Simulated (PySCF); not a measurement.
A calculated (BP86, PySCF 2.14, x2c-TZVPall, the spin-free X2C one-electron Hamiltonian (Gaussian nucleus)) atom or ion has these occupied shells.

```json
{"shell": "1s α", "electrons": "1", "orbital energy (eV)": "-25293.5", "rms radius, mean of both spins (bohr)": "0.0357"}
{"shell": "1s β", "electrons": "1", "orbital energy (eV)": "-25293.4", "rms radius, mean of both spins (bohr)": "0.0357"}
{"shell": "2s β", "electrons": "1", "orbital energy (eV)": "-3725.3", "rms radius, mean of both spins (bohr)": "0.146"}
{"shell": "2s α", "electrons": "1", "orbital energy (eV)": "-3725.3", "rms radius, mean of both spins (bohr)": "0.146"}
{"shell": "2p β", "electrons": "3", "orbital energy (eV)": "-3343.5", "rms radius, mean of both spins (bohr)": "0.130"}
{"shell": "2p α", "electrons": "3", "orbital energy (eV)": "-3343.5", "rms radius, mean of both spins (bohr)": "0.130"}
{"shell": "3s α", "electrons": "1", "orbital energy (eV)": "-683.10", "rms radius, mean of both spins (bohr)": "0.394"}
{"shell": "3s β", "electrons": "1", "orbital energy (eV)": "-683.09", "rms radius, mean of both spins (bohr)": "0.394"}
{"shell": "3p α", "electrons": "3", "orbital energy (eV)": "-557.54", "rms radius, mean of both spins (bohr)": "0.396"}
{"shell": "3p β", "electrons": "3", "orbital energy (eV)": "-557.53", "rms radius, mean of both spins (bohr)": "0.396"}
{"shell": "3d α", "electrons": "5", "orbital energy (eV)": "-358.61", "rms radius, mean of both spins (bohr)": "0.377"}
{"shell": "3d β", "electrons": "5", "orbital energy (eV)": "-358.60", "rms radius, mean of both spins (bohr)": "0.377"}
{"shell": "4s β", "electrons": "1", "orbital energy (eV)": "-95.000", "rms radius, mean of both spins (bohr)": "0.971"}
{"shell": "4s α", "electrons": "1", "orbital energy (eV)": "-94.991", "rms radius, mean of both spins (bohr)": "0.971"}
{"shell": "4p α", "electrons": "3", "orbital energy (eV)": "-58.630", "rms radius, mean of both spins (bohr)": "1.07"}
{"shell": "4p β", "electrons": "3", "orbital energy (eV)": "-58.623", "rms radius, mean of both spins (bohr)": "1.07"}
{"shell": "4d α", "electrons": "5", "orbital energy (eV)": "-7.625", "rms radius, mean of both spins (bohr)": "1.59"}
{"shell": "4d β", "electrons": "5", "orbital energy (eV)": "-7.430", "rms radius, mean of both spins (bohr)": "1.59"}
{"shell": "5s α", "electrons": "1", "orbital energy (eV)": "-4.903", "rms radius, mean of both spins (bohr)": "3.33"}
```

(1) Name the element and its charge.

## Answers

(1) Ag (silver, neutral), in [Kr] 4d10 5s1, 2S determinant.
